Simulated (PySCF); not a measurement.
Species: C11H12.
SMILES with atom numbers: `[CH2:1]=[C:2]([CH3:3])[C:4](=[CH2:5])[c:6]1[cH:7][cH:8][cH:9][cH:10][cH:11]1`

Geometry (GFN2-xTB, Å), atoms numbered from 1 in this order:
```
atom  x, y, z in Å
C1    -1.7220   -1.3418    0.5651
C2    -1.8224   -0.2365   -0.1702
C3    -3.1640    0.3294   -0.5344
C4    -0.6299    0.4505   -0.6864
C5    -0.6696    1.3240   -1.6943
C6     0.6723    0.1483   -0.0526
C7     1.7532   -0.2538   -0.8305
C8     2.9794   -0.5180   -0.2479
C9     3.1458   -0.3701    1.1185
C10    2.0783    0.0402    1.9001
C11    0.8482    0.2918    1.3206
H12   -0.7729   -1.7840    0.8152
H13   -2.5962   -1.8524    0.9331
H14   -3.9521   -0.1853    0.0091
H15   -3.2098    1.3921   -0.3027
H16   -3.3481    0.2071   -1.6012
H17    0.2276    1.8107   -2.0388
H18   -1.5780    1.5866   -2.2060
H19    1.6216   -0.3723   -1.8965
H20    3.8083   -0.8412   -0.8609
H21    4.1039   -0.5743    1.5737
H22    2.2056    0.1635    2.9661
H23    0.0159    0.6124    1.9310
```

NICS = −σ at a ghost point: NICS(0) at the centroid of the ring atoms, NICS(1) 1 Å to either side along the normal of their mean plane, zz for the tensor component along that normal. Level: GIAO PBE0/pcSseg-1 (PySCF, non-relativistic, gas phase) on the GFN2-xTB geometry, one conformer.

Ring bond lengths (Å), with Mayer bond orders in brackets: C6–C7 1.391 (1.42), C7–C8 1.383 (1.43), C8–C9 1.384 (1.44), C9–C10 1.385 (1.43), C10–C11 1.383 (1.45), C11–C6 1.392 (1.40).

**Question.** Give the NICS values of each ring in ppm.

**Answer.** 
```csv
ring,type,NICS(0),"NICS(1), two faces","NICS(1)zz, two faces",rms pucker (Å),"centre to ring atoms, mean (Å)"
C6–C7–C8–C9–C10–C11,6-membered carbocycle; formal bonds all aromatic,-8.3,-11.1 / -10.8,-28.7 / -28.5,0.00,1.39
```

**Question.** What can be read from them?

**Answer.** 
- C6–C7–C8–C9–C10–C11: mean NICS(1)zz -28.6 ppm, shielded. The ring is flat and has no four-coordinate atom; by the NICS criterion it is aromatic.

**Question.** And the bond-length index? HOMA takes Krygowski's 1993 parameters.

**Answer.** 
- C6–C7–C8–C9–C10–C11: HOMA 1.00 = 1 − EN − GEO, with mean bond length 1.386 Å, EN = α(Ropt − mean)² = 0.001 and GEO = α × variance = 0.003. The geometric and the magnetic index point the same way.

**Question.** Give the inner angles of the rings and the Hirshfeld charges of the ring atoms.

**Answer.** 
- C6–C7–C8–C9–C10–C11: C6 118.9° (+0.007 e), C7 120.6° (-0.048 e), C8 120.1° (-0.051 e), C9 119.7° (-0.051 e), C10 120.2° (-0.050 e), C11 120.5° (-0.045 e); sum 720.0° against 720° for a flat convex ring.
